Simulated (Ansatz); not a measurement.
Reaction (cleavage of the B–Si bond): `N[SiH](F)BCl` + CH₃OH → `COBCl` + `N[SiH2]F`

Program: Ansatz. Geometries: PBE0-D4/def2-TZVP. ΔE: electronic, gas phase. CCSD(T)/CBS adds triple-zeta CCSD(T) − MP2 to the extrapolated MP2 energy (def2 sets, frozen cores). This one scheme is used for every species. Functionals use def2-TZVPP. One conformer a species, not always the lowest.

`N[SiH](F)BCl`:

```xyz
9

N     1.059   -0.204   -1.030
Si   -0.064   -0.716    0.135
F     0.589   -1.278    1.497
B    -1.161    0.888    0.684
Cl   -0.365    2.438    0.782
H     1.550   -0.842   -1.634
H     1.525    0.686   -0.956
H    -0.810   -1.861   -0.441
H    -2.322    0.888    0.962
```

CH₃OH:

```xyz
6

C     0.130   -0.331    0.010
O     0.035    1.012   -0.404
H     0.958   -0.778   -0.541
H    -0.778   -0.904   -0.215
H     0.346   -0.424    1.082
H    -0.690    1.426    0.068
```

`COBCl`:

Z-matrix (Å, degrees):
```
C
O 1 1.416
H 1 1.091 2 108.7
H 1 1.093 2 111.5 3 120.8
H 1 1.091 2 108.6 3 -118.4
B 2 1.334 1 121.8 3 -120.7
Cl 6 1.755 2 118.3 1 -180.0
H 6 1.195 2 122.7 1 0.0
```

`N[SiH2]F`:

Cartesian coordinates in Å:
```
N -0.780 0.692 0.102
Si 0.510 -0.375 -0.166
F 0.720 -1.474 0.984
H -1.736 0.422 -0.056
H -0.710 1.460 0.748
H 1.763 0.411 -0.207
H 0.234 -1.135 -1.405
```

```json
{"level": "r2SCAN-D4", "ΔE (kcal/mol)": "-41.9"}
{"level": "ωB97X-V", "ΔE (kcal/mol)": "-41.3"}
{"level": "PBE", "ΔE (kcal/mol)": "-39.7"}
{"level": "PBE0", "ΔE (kcal/mol)": "-40.4"}
{"level": "MP2/def2-TZVPP", "ΔE (kcal/mol)": "-43.5"}
{"level": "SCS-MP2/def2-TZVPP", "ΔE (kcal/mol)": "-43.5"}
{"level": "MP2/def2-QZVPP", "ΔE (kcal/mol)": "-43.1"}
{"level": "SCS-MP2/def2-QZVPP", "ΔE (kcal/mol)": "-43.1"}
```

Question: What does CCSD(T)/CBS give? (Estimate.)

Answer: Ansatz gave: -41.1 kcal/mol. The listed levels differ from it by -0.8, -0.2, 1.4, 0.7, -2.4, -2.4, -2.0, -2.0 kcal/mol.

Largest T1 diagnostic among the species: 0.013.

From PBE to PBE0 (25 % exact exchange), in def2-TZVPP and without D4, ΔE moves by −0.8 kcal/mol. In def2-TZVPP, CCSD(T) changes the Hartree–Fock value by +2.8 kcal/mol (the triples alone add +0.1 kcal/mol) and MP2 by +1.3 kcal/mol.
